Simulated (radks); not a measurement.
The nuclear charge of neutral ruthenium is varied continuously with 44 electrons held in [Kr] 4d7 5s1. Method: Dirac Kohn-Sham, PBE, spin-unpolarised, spherical densities, finite nucleus; open shells fill j = l - 1/2 first; Fermi nuclear charge, rms radius 4.4809 fm; computed with a radial shooting solver on a logarithmic mesh with Libxc functionals. By the Hellmann-Feynman theorem dE/dZ = E(electron-nucleus)/Z, the electronic potential at the nucleus (averaged over a nucleus of fixed radius).

[
 {"Z": "43.8", "E (hartree)": "-4481.80750", "E(electron-nucleus)/Z (hartree)": "-247.570", "HOMO": "5s1/2", "e(HOMO) (eV)": "-2.933", "<r> HOMO (bohr)": "3.546"},
 {"Z": "43.9", "E (hartree)": "-4506.60387", "E(electron-nucleus)/Z (hartree)": "-248.358", "HOMO": "5s1/2", "e(HOMO) (eV)": "-3.568", "<r> HOMO (bohr)": "3.466"},
 {"Z": "44", "E (hartree)": "-4531.47898", "E(electron-nucleus)/Z (hartree)": "-249.145", "HOMO": "5s1/2", "e(HOMO) (eV)": "-4.230", "<r> HOMO (bohr)": "3.393"},
 {"Z": "44.1", "E (hartree)": "-4556.43276", "E(electron-nucleus)/Z (hartree)": "-249.931", "HOMO": "5s1/2", "e(HOMO) (eV)": "-4.917", "<r> HOMO (bohr)": "3.324"},
 {"Z": "44.2", "E (hartree)": "-4581.46519", "E(electron-nucleus)/Z (hartree)": "-250.717", "HOMO": "5s1/2", "e(HOMO) (eV)": "-5.629", "<r> HOMO (bohr)": "3.260"},
 {"Z": "44.3", "E (hartree)": "-4606.57620", "E(electron-nucleus)/Z (hartree)": "-251.503", "HOMO": "5s1/2", "e(HOMO) (eV)": "-6.364", "<r> HOMO (bohr)": "3.200"},
 {"Z": "44.4", "E (hartree)": "-4631.76578", "E(electron-nucleus)/Z (hartree)": "-252.288", "HOMO": "5s1/2", "e(HOMO) (eV)": "-7.122", "<r> HOMO (bohr)": "3.143"},
 {"Z": "44.5", "E (hartree)": "-4657.03389", "E(electron-nucleus)/Z (hartree)": "-253.074", "HOMO": "5s1/2", "e(HOMO) (eV)": "-7.902", "<r> HOMO (bohr)": "3.090"},
 {"Z": "44.6", "E (hartree)": "-4682.38051", "E(electron-nucleus)/Z (hartree)": "-253.859", "HOMO": "5s1/2", "e(HOMO) (eV)": "-8.703", "<r> HOMO (bohr)": "3.039"},
 {"Z": "44.7", "E (hartree)": "-4707.80561", "E(electron-nucleus)/Z (hartree)": "-254.643", "HOMO": "5s1/2", "e(HOMO) (eV)": "-9.525", "<r> HOMO (bohr)": "2.991"},
 {"Z": "44.8", "E (hartree)": "-4733.30919", "E(electron-nucleus)/Z (hartree)": "-255.428", "HOMO": "5s1/2", "e(HOMO) (eV)": "-10.367", "<r> HOMO (bohr)": "2.945"},
 {"Z": "44.9", "E (hartree)": "-4758.89123", "E(electron-nucleus)/Z (hartree)": "-256.213", "HOMO": "5s1/2", "e(HOMO) (eV)": "-11.229", "<r> HOMO (bohr)": "2.901"},
 {"Z": "45", "E (hartree)": "-4784.55172", "E(electron-nucleus)/Z (hartree)": "-256.997", "HOMO": "5s1/2", "e(HOMO) (eV)": "-12.111", "<r> HOMO (bohr)": "2.859"}
]

The central difference of E at Z = 44 is -249.144 hartree, to compare with the third column; the second derivative is -7.87 hartree.
